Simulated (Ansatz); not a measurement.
`[NH]=[Nb]([OH])([OH])[F]` and `[NH]=[V]([OH])([OH])[F]` differ in one element.

Ansatz, PBE0-D4/def2-TZVP geometries, multiplicity 1. Each molecule was computed in one conformer, which needn't be the lowest.

Elements past krypton have def2 core potentials. Scalar relativity is left out up to krypton.

| property | `[NH]=[Nb]([OH])([OH])[F]` |
| --- | --- |
| HOMO–LUMO gap (PBE0/def2-TZVPP) / eV | 7.45 |
| HOMO–LUMO gap (ωB97M-V/def2-TZVPP) / eV | 11.29 |
| zero-point energy (PBE0-D4/def2-TZVP) / kJ/mol | 112.2 |
| HOMO–LUMO gap (PBE/def2-TZVPP) / eV | 5.18 |
| HOMO energy (PBE/def2-TZVPP) / eV | -6.76 |
| LUMO energy (ωB97M-V/def2-TZVPP) / eV | 0.75 |

Give the same properties after the change, and the shifts. (Estimate.)

The calculation gave: 
| property | `[NH]=[V]([OH])([OH])[F]` | shift |
| --- | --- | --- |
| HOMO–LUMO gap (PBE0/def2-TZVPP) / eV | 6.61 | -0.84 |
| HOMO–LUMO gap (ωB97M-V/def2-TZVPP) / eV | 11.27 | -0.02 |
| zero-point energy (PBE0-D4/def2-TZVP) / kJ/mol | 115.1 | 2.9 |
| HOMO–LUMO gap (PBE/def2-TZVPP) / eV | 4.19 | -0.99 |
| HOMO energy (PBE/def2-TZVPP) / eV | -7.26 | -0.50 |
| LUMO energy (ωB97M-V/def2-TZVPP) / eV | 0.04 | -0.71 |

With PBE0 the HOMO falls by 0.62 eV and the LUMO falls by 1.46 eV, so the gap narrows by about 0.84 eV. PBE moves the HOMO by -0.50 eV and ωB97M-V by -0.69 eV.
